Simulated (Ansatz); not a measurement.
## Ansatz input wanted

The species is CuOH (3 atoms), meant as a triplet with charge 0. SMILES of the parent species: `[Cu]O`. The shape is that of a PBE0-D4/def2-TZVP optimisation. That shape belongs to the parent species and isn't relaxed for this state.

```xyz
3

Cu   -1.1528    0.2853   -0.5969
O     0.4129    0.3078    0.2600
H     0.7399   -0.5931    0.3369
```

Settings wanted:

```json
{
 "basis set": "6-31G*",
 "core potential": "none",
 "task": "energy",
 "method": "DFT",
 "functional": "B3LYP",
 "reference": "UKS",
 "accuracy": "high",
 "d and f functions": "Cartesian"
}
```

Give an Ansatz 0.2.0 job that does this.

This one ran through:

molecule.yaml:
```yaml
crystal:
  periodic: [false, false, false]
  atoms:
    - {symbol: Cu, position_ang: [-1.152790, 0.285260, -0.596950]}
    - {symbol: O, position_ang: [0.412870, 0.307820, 0.260030]}
    - {symbol: H, position_ang: [0.739920, -0.593080, 0.336920]}
basis:
  gaussian: {orbitals: "6-31G*"}
magnetization: {spin_polarized: true, initial_magnetization: 2}
hamiltonian: {xc: {name: B3LYP}}
accuracy: high
output: {orbitals: {seedname: orbitals}}
```

```bash
$ ansatz run molecule.yaml --threads 1 --pin off --max-ram 3480MiB --events-out events.jsonl --progress --plain --runs-dir runs
```

Calculated total energy: -1716.00720 Eh.
